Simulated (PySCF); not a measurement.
Dissociation curve of GaH, singlet. Each curve is given relative to its own lowest point near equilibrium.

| R / Å | A | B | C | D |
|---|---|---|---|---|
| 1.26 | 35.1 | 36.5 | 35.8 | 36.5 |
| 1.34 | 19.9 | 21.1 | 20.6 | 21.1 |
| 1.43 | 9.2 | 10.0 | 9.7 | 10.0 |
| 1.51 | 3.7 | 4.2 | 4.0 | 4.2 |
| 1.58 | 1.1 | 1.4 | 1.3 | 1.4 |
| 1.62 | 0.3 | 0.5 | 0.4 | 0.5 |
| 1.68 | 0.0 | 0.0 | 0.0 | 0.0 |
| 1.74 | 0.4 | 0.3 | 0.4 | 0.3 |
| 1.80 | 1.5 | 1.2 | 1.3 | 1.2 |
| 1.84 | 2.4 | 2.1 | 2.3 | 2.1 |
| 1.93 | 5.2 | 4.7 | 5.0 | 4.7 |
| 2.08 | 10.9 | 10.3 | 10.8 | 10.3 |
| 2.29 | 20.1 | 19.4 | 20.3 | 19.4 |
| 2.53 | 30.3 | 30.2 | 31.6 | 30.2 |
| 2.75 | 38.7 | 39.6 | 41.5 | 39.6 |
| 3.00 | 46.7 | 49.2 | 49.9 | 48.3 |
| 3.36 | 54.6 | 61.0 | 57.6 | 55.7 |
| 3.68 | 58.3 | 69.4 | 61.7 | 59.6 |
| 4.16 | 58.9 | 79.0 | 65.2 | 63.3 |
| 4.57 | 56.7 | 84.8 | 66.6 | 65.2 |
| 4.98 | 53.9 | 88.9 | 67.2 | 66.4 |
| 5.92 | 49.2 | 94.4 | 67.7 | 67.7 |
| 6.69 | 47.7 | 96.6 | 67.7 | 70.2 |

Energies in kcal/mol.

### Question
Which curve belongs to which method? The methods are CCSD(T) on RHF/cc-pVDZ, 9 core orbitals frozen in PySCF; restricted TPSSh/cc-pVDZ in PySCF 2.14.0; PySCF with unrestricted CAM-B3LYP/cc-pVDZ; PySCF 2.14.0 with unrestricted TPSSh/cc-pVDZ.

### Answer
A is RCCSD(T); B is RKS-TPSSh; C is UKS-CAM-B3LYP; D is UKS-TPSSh.

The unrestricted determinant behind UKS-CAM-B3LYP is spin-contaminated at 2.75 to 6.69 Å (<S²> up to 1.0, against 0.00 for a pure singlet). At the longest distance RKS-TPSSh leaves fractional charges on the fragments, a sign of delocalisation error or of the restricted form. The restricted form behind RKS-TPSSh keeps the bonding electrons paired and can't separate into open-shell fragments. The T1 diagnostic of CCSD on the restricted reference of RCCSD(T) exceeds 0.045 at 3.36 to 6.69 Å. The unrestricted determinant behind UKS-TPSSh is spin-contaminated at 3.00 to 6.69 Å (<S²> up to 1.0, against 0.00 for a pure singlet).
